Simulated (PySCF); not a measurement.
Theory: PySCF, delta-SCF UKS SCAN, pcX-2 on the ionised atom, pcseg-1 elsewhere, spin-free X2C. Geometries: GFN2-xTB; isolated species, one conformer each. Values against the vacuum level.

Question: Order these sites by rising C 1s binding energy.
A. C3 in `[O:1]=[C:2]1[CH:3]=[CH:4][SiH2:5]1`
B. C6 in `[F:1][c:2]1[cH:3][cH:4][o:5][cH:6]1`
C. C4 in `[O:1]=[C:2]1[CH2:3][CH:4]=[C:5]1[F:6]`

Answer: A (291.08 eV), C (291.55 eV), B (291.89 eV).

The highest is bonded to O (aromatic in the SMILES), C (aromatic in the SMILES) and H, the lowest to C (double bond), C and H; the range is 0.81 eV.

Question: Order these sites by rising O 1s binding energy.
A. Oxygen in `O=C1CC=C1F`
B. Oxygen in `Fc1ccoc1`
C. Oxygen in `C1(C=C[SiH2]1)=O`

Answer: C (537.52 eV), A (538.29 eV), B (540.54 eV).

From the lowest up, the atoms are bonded to: C (double bond) (537.52); C (double bond) (538.29); 2 C (aromatic in the SMILES) (540.54).
